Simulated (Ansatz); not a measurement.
FH4N2NbO (`[NH]=[Nb]([NH2])([OH])[F]`). Charge 0, multiplicity 1. Nb takes the def2 core potential.

Cartesian coordinates in Å:
```
N -1.3003 0.4817 0.9600
Nb -0.3075 -0.3554 -0.2043
N 1.4942 -0.2743 0.5764
O -0.3360 0.5336 -1.8857
F -0.8731 -2.1447 -0.4304
H -1.9727 0.8800 1.5971
H 2.3206 -0.5891 0.0857
H 1.7430 0.1277 1.4661
H -0.7682 1.3406 -2.1649
```

(1) List the harmonic frequencies (cm⁻¹, unscaled) at PBE0-D4/def2-TZVP in Ansatz. (Estimate.)

(2) Is this a minimum?

(3) Give the ideal-gas thermochemistry at 298.15 K and 1 bar (rigid rotor, harmonic oscillator; point group C1, symmetry number 1).

(4) And at 400, 500, 600, 800 and 1000 K?

Answers

(1) The calculation gave: 182, 188, 200, 214, 235, 373, 385, 455, 474, 540, 591, 614, 666, 709, 730, 1025, 1545, 3568, 3654, 3680, 3938.

(2) Yes, all 21 modes are real.

(3) Zero-point energy 143.4 kJ/mol; H(298) − E = 166.0 kJ/mol; entropy 353.9 J/(mol·K), of which translation 172.1, rotation 112.4, vibration 69.4; G(298) − E = 60.4 kJ/mol.

(4) 
```
T (K)  H − E (kJ/mol)  S (J/mol/K)  G − E (kJ/mol)
  400           179.2        391.9            22.4
  500           193.4        423.7           -18.4
  600           208.5        451.2           -62.2
  800           240.3        496.9          -157.2
 1000           273.7        534.1          -260.4
```
